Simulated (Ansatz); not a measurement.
Geometry optimisation, RKS PBE-D4/6-31G* (Ansatz 0.2.0).

input.yaml

```yaml
crystal:
  periodic: [false, false, false]
  atoms:
    - { symbol: F, position_ang: [-1.0562, -2.0773, 0.2142] }
    - { symbol: Al, position_ang: [-0.2437, -0.4699, 0.4138] }
    - { symbol: S, position_ang: [1.9932, -0.4183, 0.4439] }
    - { symbol: S, position_ang: [-1.3424, 1.4709, 0.613] }
    - { symbol: H, position_ang: [2.0994, -0.2534, -0.9546] }
    - { symbol: H, position_ang: [-1.4082, 1.684, -0.7765] }
basis:
  gaussian: { orbitals: "6-31G*" }
hamiltonian:
  xc: pbe
  dispersion: d4
relax:
  f_tol: 0.02
  max_steps: 50
```

Command:

```bash
$ ansatz run input.yaml --threads 1 --pin off --max-ram 2048MiB --backend cpu --events-out ev --progress --plain --runs-dir out
```

Where does it end, and by what steps?

The forces met the threshold. After 13 steps the energy has fallen by 0.778 eV; H6 moved furthest, 1.38 Å.

| step | energy less start (eV) | largest force component (eV/Å) | accepted |
| --- | --- | --- | --- |
| 0 | 0.0000 | 2.693 | yes |
| 1 | -0.2346 | 1.543 | yes |
| 2 | -0.3205 | 0.670 | yes |
| 3 | -0.3386 | 0.647 | yes |
| 4 | -0.3905 | 0.378 | yes |
| 5 | -0.4478 | 0.868 | yes |
| 6 | -0.5145 | 0.936 | yes |
| 7 | -0.6205 | 0.473 | yes |
| 8 | -0.7013 | 0.243 | yes |
| 9 | -0.7541 | 0.189 | yes |
| 10 | -0.7762 | 0.076 | yes |
| 11 | -0.7760 | 0.132 | no |
| 12 | -0.7778 | 0.022 | yes |
| 13 | -0.7781 | 0.002 | yes |

```xyz
6
Properties=species:S:1:pos:R:3
F -0.792 -1.417 -0.638
Al -0.024 -0.065 -0.031
S 2.143 -0.091 0.284
S -1.186 1.728 0.447
H 2.260 -1.365 -0.182
H -2.359 1.145 0.073
```

Whether the end is a true minimum wasn't checked by a vibrational analysis.

Time of the run: 35 s on 1 thread of Arm Neoverse V1, with other jobs on the host, peak memory 0.14 GiB.
